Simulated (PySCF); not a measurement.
How far are cheaper levels from CCSD(T)/CBS for BeCl?

PySCF; the state is a doublet (σ ↑). The composite is CCSD(T) extrapolated to the basis-set limit from two correlation-consistent sets, with core-valence (CV) and scalar-relativistic (SR) terms as its label shows; it has no spin–orbit coupling and nothing beyond (T). Here it is CCSD(T)/CBS(TQ)+CV+SR. It gives Re = 1.798 Å, ωe = 847 cm⁻¹ and De = 4.00 eV to Be + Cl.

```
      level                basis     relativity  Re (Å)  ωe (cm⁻¹)  De (eV)
    UHF-MP2             def2-SVP  no relativity   1.844        821     3.90
UHF-SCS-MP2  cc-pVTZ/cc-pV(T+d)Z  no relativity   1.801        853     4.13
       PW91              pcseg-1  no relativity   1.825        805     4.16
       PW91              pcseg-2  no relativity   1.810        827     4.34
       BLYP             def2-SVP  no relativity   1.846        792     4.04
     r²SCAN                3-21G  no relativity   1.856        792     4.23
       PBE0                3-21G  no relativity   1.848        803     4.02
       PBE0             def2-SVP  no relativity   1.838        812     4.17
        M06                3-21G  no relativity   1.849        804     3.86
  BHandHLYP           def2-TZVPP  no relativity   1.809        836     3.94
```

Problem. Give the difference of each row from the composite.

Solution. 

```tsv
level	basis	ΔRe (pm)	Δωe (%)	ΔDe (eV)
UHF-MP2	def2-SVP	+4.6	-3.1	-0.10
UHF-SCS-MP2	cc-pVTZ/cc-pV(T+d)Z	+0.3	+0.7	+0.13
PW91	pcseg-1	+2.7	-5.0	+0.16
PW91	pcseg-2	+1.2	-2.4	+0.34
BLYP	def2-SVP	+4.8	-6.5	+0.04
r²SCAN	3-21G	+5.8	-6.5	+0.23
PBE0	3-21G	+5.0	-5.2	+0.02
PBE0	def2-SVP	+4.0	-4.1	+0.17
M06	3-21G	+5.1	-5.1	-0.14
BHandHLYP	def2-TZVPP	+1.1	-1.3	-0.06
```

Problem. Which rows come closest in De?

Solution. PBE0 in 3-21G (+0.02 eV), counted from the composite.

Correlated steps freeze the inner cores (5 to 6 orbitals); shallow outer-core shells are correlated. Correlated levels converge slowly with the basis: in double zeta they bind strong bonds too weakly, by up to about 1 eV, and carry superposition errors of some tenths. 3-21G is very small, so such numbers show the basis as much as the molecule. The state was picked by a PBE0 search and need not be the measured ground state.
